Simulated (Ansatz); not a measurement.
Species: ScO (charge 0, doublet). The spin state was set by rule; other spins were not relaxed. SMILES: [O]=[Sc]
Geometry from a B3LYP-D3(BJ)/def2-TZVP (Ansatz, a quantum-chemistry and plane-wave program) optimisation:
```
Sc
O 1 1.6615
```
Charge 0, spin multiplicity 2.

Parts of the frozen-core correlation energy in def2-SVP (Ansatz, hartree). Frozen orbitals: 10; correlated occupied orbitals by spin: 5 and 4; virtual: 30 and 31. Open shells are spin-unrestricted. No spin-orbit coupling. Non-relativistic.

```json
[
 {"term": "reference (HF)", "value": "-834.45804"},
 {"term": "MP2 opposite-spin", "value": "-0.18937"},
 {"term": "MP2 same-spin", "value": "-0.08047"},
 {"term": "CCSD correlation", "value": "-0.25247"},
 {"term": "(T)", "value": "-0.01818"},
 {"term": "CCSDT minus CCSD(T)", "value": "0.00044"},
 {"term": "CCSDT(Q) minus CCSD(T)", "value": "-0.00195"},
 {"term": "T1 diagnostic", "value": "0.041"},
 {"term": "largest doubles amplitude", "value": "0.068"},
 {"term": "<S^2> of the reference", "value": "0.756"}
]
```
